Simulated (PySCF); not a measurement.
Species: C6H12Ge.
Bonds: C1–C2 (double), C2–C3, C3–Ge4, C2–C5, C5–C6, C6–C7, C5–C7. Hydrogens: H8, H9 on C1; H10, H11 on C3; H12, H13, H14 on Ge4; H15 on C5; H16, H17 on C6; H18, H19 on C7.

Computed by this run: PBE0-D3(BJ)/def2-SVP geometry optimisation, gas phase (PySCF); density fitting, grid level 1; the optimiser is geomeTRIC in internal coordinates, started from a GFN2-xTB structure.

At the end of the run (lengths in Å): Ge4–H13 1.540, Ge4–H14 1.543, Ge4–H12 1.540, C1–H8 1.093, C1–H9 1.092, C6–H17 1.094, C6–H16 1.093, C2–C3–Ge4 113.8°, C2–C5–C7 123.4°, C2–C5–C6 119.9°, C1–C2–C5 123.2°, C1–C2–C3–Ge4 -112°, C1–C2–C5–C6 83°, C2–C5–C6–C7 -114°, H15–C5–C2–C1 -137°, H10–C3–Ge4–H12 49°.

Problem. These geometries were met on the way; a selection of coordinates is given. Order them by energy above the end point, lowest first.
A. Ge4–H13 1.544, Ge4–H14 1.547, Ge4–H12 1.543, C1–H8 1.093, C1–H9 1.092, C6–H17 1.093, C6–H16 1.094, C2–C3–Ge4 111.1°, C2–C5–C7 123.5°, C2–C5–C6 119.7°, C1–C2–C5 123.9°, C1–C2–C3–Ge4 -98°, C1–C2–C5–C6 72°, C2–C5–C6–C7 -114°, H15–C5–C2–C1 -148°, H10–C3–Ge4–H12 64°
B. Ge4–H13 1.553, Ge4–H14 1.557, Ge4–H12 1.555, C1–H8 1.093, C1–H9 1.094, C6–H17 1.095, C6–H16 1.094, C2–C3–Ge4 112.8°, C2–C5–C7 122.0°, C2–C5–C6 120.9°, C1–C2–C5 123.2°, C1–C2–C3–Ge4 -108°, C1–C2–C5–C6 42°, C2–C5–C6–C7 -111°, H15–C5–C2–C1 -175°, H10–C3–Ge4–H12 59°
C. Ge4–H13 1.493, Ge4–H14 1.498, Ge4–H12 1.496, C1–H8 1.077, C1–H9 1.076, C6–H17 1.079, C6–H16 1.080, C2–C3–Ge4 111.6°, C2–C5–C7 121.8°, C2–C5–C6 120.5°, C1–C2–C5 123.6°, C1–C2–C3–Ge4 -109°, C1–C2–C5–C6 40°, C2–C5–C6–C7 -111°, H15–C5–C2–C1 -177°, H10–C3–Ge4–H12 58°
D. Ge4–H13 1.539, Ge4–H14 1.542, Ge4–H12 1.538, C1–H8 1.093, C1–H9 1.092, C6–H17 1.094, C6–H16 1.093, C2–C3–Ge4 114.6°, C2–C5–C7 123.3°, C2–C5–C6 120.5°, C1–C2–C5 123.2°, C1–C2–C3–Ge4 -109°, C1–C2–C5–C6 83°, C2–C5–C6–C7 -113°, H15–C5–C2–C1 -136°, H10–C3–Ge4–H12 59°

Solution. D (0.006 eV), A (0.023 eV), B (0.047 eV), C (0.155 eV).

```csv
step,E above end (eV),"rms distance from the end, all atoms (Å)",largest force (eV/Å),rms shift of all bonds from the end (Å)
13,0.006,0.120,0.081,0.001
8,0.023,0.252,0.109,0.002
1,0.047,0.529,0.236,0.006
0,0.155,0.547,0.898,0.021
```

Rows stand in the order of the answer.
